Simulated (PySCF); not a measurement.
BFO, SMILES O=BF (connectivity only; charge and spin as stated), charge -1, multiplicity 2.

Geometry optimised at PBE0-D3(BJ)/def2-TZVPD. The multiplicity is an assumed one; other spin states were not compared.

The numbers are results of B3LYP/def2-TZVPD (PySCF), not measurements.

The molecule is in vacuum. A positive occupied level means that this level leaves the electron formally unbound; only the finite basis holds it.

Task: Estimate the frontier levels, dipole moment and polarisability. (Estimate from the structure and the level; the computed values follow.)

Result: 
```yaml
"α spin, highest occupied and lowest empty level": 1.16 and 4.28 eV
"β spin, highest occupied and lowest empty level": -2.48 and 3.24 eV
dipole_moment_about_the_centre_of_nuclear_charge: 2.35 D
mean_static_polarisability: 67.6 bohr³ (10.02 Å³)
polarisability_principal_values: 61.2, 62.8, 78.9 bohr³
"⟨S²⟩": 0.753 (pure state 0.75)
```
